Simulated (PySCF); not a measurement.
Se³⁺ (selenium, charge +3): UHF calculation

Configuration: [Ar] 3d10 4s2 4p1, 2P determinant. All numbers are calculated (PySCF 2.14, a scalar-relativistic core potential, in cc-pVTZ-PP with ECP10MDF (5s4p3d1f, 39 functions)).

```
Total energy                                                  : -369.643414 hartree
One-electron energy                                           : -625.1535 hartree
Hartree (Coulomb) energy                                      : 282.3092 hartree
Exchange energy                                               : -26.7991 hartree
⟨S²⟩                                                          : 0.7575
⟨L²⟩                                                          : 2.023
Sum of ⟨r⟩                                                    : 16.12 bohr
Sum of ⟨r²⟩                                                   : 18.27 bohr²
Traceless quadrupole moment −½Σ⟨3z² − r²⟩ along its main axis : -1.69 e·bohr²
Time after the integrals                                      : 0.12 s of wall time on 1 thread of Neoverse-V1 (shared host)
```

| shell | electrons | mean orbital energy (hartree) | spread (hartree) | rms radius, mean of both spins (bohr) |
| --- | --- | --- | --- | --- |
| 3s α | 1 | -10.25743 | 0 | 0.614 |
| 3s β | 1 | -10.24659 | 0 | 0.614 |
| 3p α | 3 | -8.13300 | 0.00054 | 0.637 |
| 3p β | 3 | -8.12058 | 0.03146 | 0.637 |
| 3d α | 5 | -3.93849 | 0.01511 | 0.685 |
| 3d β | 5 | -3.93065 | 0.03006 | 0.685 |
| 4s α | 1 | -2.04261 | 0 | 1.77 |
| 4s β | 1 | -1.92733 | 0 | 1.77 |
| 4p α | 1 | -1.55285 | 0 | 2.03 |

Energies and moments cover only the electrons outside the core potential.
